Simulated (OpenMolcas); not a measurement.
**Cl+: the spin-orbit constant, thermal populations, worked from levels**

* Program: OpenMolcas 26.06
* Basis: ANO-RCC-VTZP [5s4p2d1f]
* Scalar Hamiltonian: DKH2, point nucleus
* Active space: 6 electrons in 4 orbitals (3s 3p)
* State averaging: 2S+1 = 3 even, 3 roots; 2S+1 = 1 even, 6 roots; 2S+1 = 3 odd, 3 roots; 2S+1 = 1 odd, 3 roots
* Spin-orbit coupling: state interaction with AMFI integrals over the reference wave functions, term energies averaged over their components

Methods: CASSCF; SS-CASPT2, IPEA 0.25 Eh, imaginary shift 0.1 Eh (closed shells correlated: 2s 2p). Measured levels: NIST Handbook of Basic Atomic Spectroscopic Data.

**The spin-orbit constant.** For the Hund term ³P of p4, E(J) = (A/2) J(J+1) + constant and ζ = -2S·A = -2A. From J = 0 to J = 2 the energy changes by 3 A.

```tsv
Source	E(2) - E(0)	A	ζ
CASSCF	-934.2	-311.4	623
SS-CASPT2	-938.4	-312.8	626
measured	-996.5	-332.2	664
```

All in cm-1. SS-CASPT2 is off by -5.8 % and CASSCF by -6.3 %. Both methods take the spin-orbit matrix elements from the reference wave functions, so the second can move ζ only through the term energies and any multistate remixing. Second-order mixing with other terms is absorbed into this ζ.

**Thermal populations.** Z = Σ (2J + 1) exp(-E/kT) with k = 0.695035 cm-1/K, over the levels below. No other level of either list lies under 90000 cm-1, which is above 7 kT at each temperature.

```tsv
Level	2J + 1	SS-CASPT2	measured
3s² 3p⁴ ³P₂	5	0.0	0.0
3s² 3p⁴ ³P₁	3	650	696
3s² 3p⁴ ³P₀	1	938	996
3s² 3p⁴ ¹D₂	5	12140	11654
3s² 3p⁴ ¹S₀	1	28030	27878
```

| T (K) | Z, SS-CASPT2 | Z, measured levels | Ground level (%), SS-CASPT2 | Ground level (%), measured levels |
| --- | --- | --- | --- | --- |
| 5000 | 8.404 | 8.381 | 59.5 | 59.7 |
| 8000 | 9.084 | 9.104 | 55.0 | 54.9 |
| 12000 | 9.870 | 9.919 | 50.7 | 50.4 |

At 12000 K, kT = 8340 cm-1, and the computed levels give Z = 5.000 + 2.775 + 0.894 + 1.166 + 0.035 = 9.870.

Term energies are means over components that CASPT2 splits; among the terms shown or strongly mixed into the levels shown the widest spread is 170 cm-1 (3s² 3p⁴ ¹D, SS-CASPT2). Over all roots computed the reference weight is 0.87 to 0.96 in SS-CASPT2; the roots of lowest weight are the least certain, and an intruder state may touch them. Without dynamic correlation excited terms often stand tens of per cent too high (terms of higher spin than the ground term too low), and those without a measured partner can miss by more than the paired ones (holds for CASSCF). Computed and measured levels are paired by configuration, term and J; levels that our copy of the source lacks, or whose pairing is in doubt (as where it misses far off the trend of its configuration), stay unpaired and out of the deviations. Levels of configurations outside the active space are missing.
